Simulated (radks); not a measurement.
Spherical quantum dot in the effective-mass picture: electrons in a well V = -V0 / (1 + exp((r - R)/a)) with V0 = 10, R = 4, a = 0.22, with a point charge +2 (a donor) at the centre, all in effective atomic units (hartree* = m*/eps^2 hartree, bohr* = eps/m* bohr), one dielectric constant everywhere. Calculated with a radial shooting solver with Libxc functionals: non-relativistic Kohn-Sham, LDA (Slater exchange, Perdew-Wang correlation), spin-polarised, spherical densities. Levels are named by radial order and angular momentum (1s, 1p, 1d, 2s, ...), and open shells are averaged over m. Results are scaled to m* = 0.275 and eps = 8.9, for which hartree* = 94.47 meV and bohr* = 1.713 nm.

N = 21, configuration 1s2 1p6 1d10 2s2 1f(up 1, down 0). This is the lowest configuration that the search found. Occupied and some empty levels:

level,occupation,eigenvalue (meV),<r> (nm)
1s up,1,-347.93,3.380
1s down,1,-347.30,3.339
1p up,3,-321.48,4.674
1p down,3,-320.41,4.670
2s up,1,-305.66,2.941
2s down,1,-305.14,2.977
1d up,5,-293.04,4.898
1d down,5,-291.91,4.896
1f up,1,-255.55,5.068
1f down,0,-254.38,5.067
1g up,0,-209.70,5.213
1g down,0,-208.52,5.213
2p up,0,-198.43,3.583
2p down,0,-197.93,3.582
2d up,0,-134.53,4.097
2d down,0,-133.88,4.096

Energy (meV): total -13253.9, kinetic 1673.9, external -21212, Hartree 7089.6, exchange-correlation -805.32.
